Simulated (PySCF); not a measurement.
Compound: C₄H₅Cl₂F.
SMILES with atom numbers: `[F:1][CH2:2]/[CH:3]=[CH:4]/[CH:5]([Cl:6])[Cl:7]` (hydrogens: H8, H9 on C2; H10 on C3; H11 on C4; H12 on C5)

Cartesian coordinates in Å at the PBE0-D3(BJ)/def2-SVP level; atoms count from 1:
```xyz
12
C4H5Cl2F angstrom
F      2.0692    0.7548   -1.0916
C      1.9256    0.0064    0.0408
C      0.4931   -0.2352    0.3676
C     -0.5226    0.2327   -0.3588
C     -1.9411   -0.0255   -0.0120
Cl    -2.7519   -0.9171   -1.3317
Cl    -2.7959    1.5114    0.3058
H      2.4222    0.5283    0.8804
H      2.4491   -0.9581   -0.0987
H      0.3065   -0.8374    1.2652
H     -0.3386    0.8336   -1.2539
H     -2.0459   -0.6368    0.8923
```

Linear response at B3LYP/def2-SVPD (PySCF, frozen core in the response, non-relativistic). One conformer (not necessarily the lowest) at the PBE0-D3(BJ)/def2-SVP geometry, without solvent, vibrations or thermal averaging.

Static isotropic polarisability: 82.69 au (12.25 Å³), principal values 65.7, 77.5, 104.9 au.

(1) What is the polarisability at 1064 nm and at the sodium D line?

(2) What is the isotropic C6 coefficient between two such molecules, C6 = (3/π)∫α(iω)² dω?

(3) Which effective excitation energy ω̄ makes London's formula C6 = (3/4)α²ω̄ exact here?

(4) The lowest 6 singlets have (eV, f): 6.22, 0.000; 6.30, 0.207; 6.44, 0.000; 6.67, 0.193; 6.80, 0.064; 6.88, 0.005. What share of the static polarisability do they carry in the sum over states α = Σ f/ω²?

(5) How many electrons N does the Slater–Kirkwood formula C6 = (3/4)·√N·α^(3/2) need to give this C6?

(6) What three-body coefficient follows from the one-pole estimate C9 = (3/4)·α·C6?

## Answers

(1) 83.53 au at 1064 nm (+1.0 %), 85.54 au at 589.3 nm (+3.4 %). The rise at 589.3 nm is 3.41 times that at 1064 nm; a pure ω² law gives 3.26. The lowest singlet lies at 199 nm, shorter than both wavelengths.

(2) 2716 au (Eh·bohr⁶) by a ten-point quadrature over imaginary frequencies, which is 1620 eV·Å⁶ or 157 J·nm⁶/mol.

(3) ω̄ = 4·C6/(3α²) = 0.530 Eh = 14.4 eV. A one-pole form α(ω) = α/(1 − ω²/ω̄²) fitted to the 1064 nm value gives 11.6 eV.

(4) 8.20 au, 9.9 % of α; the largest term, 3.87 au, is that of the state at 6.30 eV. Their oscillator strengths add up to 0.47. Higher states carry the rest.

(5) N = (4·C6/3)²/α³ = 23.2; the species has 72 electrons in all.

(6) 168000 au. This is an estimate from the two numbers above, not a computed integral.
